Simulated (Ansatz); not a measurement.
Born–Oppenheimer molecular dynamics of Cl$_{3}$GaH$_{2}$ (6 atoms, charge 0, multiplicity 1). It starts at the highest image of a converged band, a first-order saddle point between two minima.

The calculation used RKS PBE-D4/def2-SVP in Ansatz 0.2.0.

```
ensemble                      : NVE (velocity Verlet)
time step                     : 0.5 fs
steps asked                   : 200
starting velocities drawn for : 300 K
seed                          : 8419
```

First frame:

```xyz
6
Properties=species:S:1:pos:R:3
Ga 0.016 -0.233 -0.014
H 0.021 0.059 1.664
Cl 1.887 0.189 -0.976
Cl -1.882 0.117 -0.953
Cl 0.065 -2.453 1.009
H 0.043 -1.072 1.708
```

Q: How far do the bonds stretch over the last three quarters of this one trajectory? (Pairs bonded in most of those frames.)

A: 
```tsv
bond	mean (Å)	spread (Å)	shortest	longest
Ga1–H2	1.564	0.019	1.53	1.60
Ga1–Cl3	2.176	0.006	2.16	2.19
Ga1–Cl4	2.186	0.047	2.10	2.25
Cl5–H6	1.306	0.027	1.26	1.35
```

Mean temperature of the second half: 847 K. The conserved energy stayed within 0.045 meV per atom of its start (net change -0.0012 meV per atom), so the integration is sound. The kinetic energy rose, since the run started high on the potential surface and went downhill. It ends in pieces (Cl2GaH + ClH), so much of that is their flight and rotation, not heat. A run of 0.1 ps of so small a system gives no equilibrium averages. The orbitals stay closed-shell, which can raise the energy where a bond breaks towards radicals; this wasn't checked here.

Run time: 6.2 min on 2 threads of Intel(R) Xeon(R) Platinum 8259CL CPU @ 2.50GHz (Skylake/Cascade Lake), with other jobs on the host, peak memory 0.17 GiB.
